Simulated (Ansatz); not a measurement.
Cost and result for the atomization energy of C2H9AlGe, SMILES `C[CH]([AlH2])[GeH3]` (13 atoms, 12 bonds).

Z-matrix (Å, degrees):
```
C
C 1 1.533
H 1 1.094 2 111.8
H 1 1.095 2 112.4 3 -120.4
H 1 1.094 2 111.5 3 119.3
Al 2 1.953 1 115.4 3 -61.8
Ge 2 1.967 1 110.3 3 174.6
H 2 1.098 1 110.7 3 60.6
H 6 1.590 2 119.6 1 -17.4
H 6 1.589 2 119.9 1 164.0
H 7 1.540 2 111.4 1 -170.7
H 7 1.545 2 110.3 1 69.2
H 7 1.542 2 109.9 1 -49.5
```

Charge 0, multiplicity 1. Correlated methods include outer-core shells of Ge, which these sets cover unevenly. Scalar relativity is left out up to krypton. The geometry is a stationary point of PBE0-D4/def2-TZVP. Program: Ansatz. All runs use 4 threads of an Arm Neoverse V2 on a shared host. Times are those of one run each, without the atoms' runs, and a repeat can differ threefold. Electronic energies, without spin–orbit coupling; frozen cores. CCSD(T)/CBS adds CCSD(T) − MP2 in def2-TZVPP to the MP2 limit, and its time is that of the two runs behind it. T1 = 0.011. With those shells the extrapolation isn't a true limit. B3LYP takes the VWN-RPA correlation (the form of Gaussian; ORCA's B3LYP/G).

CCSD(T)/CBS is a level of theory with its own doubt, some kJ/mol a heavy atom from the limit and from the frozen cores, so smaller differences don't rank the functionals.

```
                             level  functions  wall time  atomization (kJ/mol)  difference from CCSD(T)/CBS  per bond
   PBE-D4/def2-TZVPP (with forces)        278      2.8 s                4138.9                        -17.1      -1.4
                PBE0-D4/def2-TZVPP        278      3.8 s                4120.6                        -35.4      -3.0
r2SCAN-D4/def2-TZVPP (with forces)        278        6 s                4148.4                         -7.6      -0.6
 B3LYP-D4/def2-TZVPP (with forces)        278        6 s                4131.6                        -24.4      -2.0
                 B2PLYP/def2-TZVPP        278      6.5 s                4088.0                        -68.0      -5.7
                ωB97X-V/def2-TZVPP        278      9.5 s                4161.6                          5.6       0.5
  ωB97M-V/def2-TZVPP (with forces)        278       15 s                4139.1                        -16.9      -1.4
                    MP2/def2-QZVPP        543       30 s                4113.5                        -42.5      -3.5
                CCSD(T)/def2-TZVPP        278    3.9 min                4074.5                        -81.5      -6.8
                 CCSD(T)/CBS(def2)          –    4.4 min                4156.0                          0.0       0.0
```

From PBE to PBE0 (25 % exact exchange), in def2-TZVPP and without D4, the atomization energy moves by −14.4 kJ/mol: exact exchange takes away binding that semilocal exchange gives to molecules. In def2-TZVPP, CCSD(T) changes the Hartree–Fock value by +945.6 kJ/mol (the triples alone add +42.4 kJ/mol) and MP2 by +936.9 kJ/mol; breaking electron pairs costs correlation energy, which Hartree–Fock lacks. The D4 term adds +43.3 kJ/mol with B3LYP and +22.9 kJ/mol with PBE0; it sums over pairs of atoms, weighted by their polarisabilities, and B3LYP, whose exchange is more repulsive, gets the larger term.
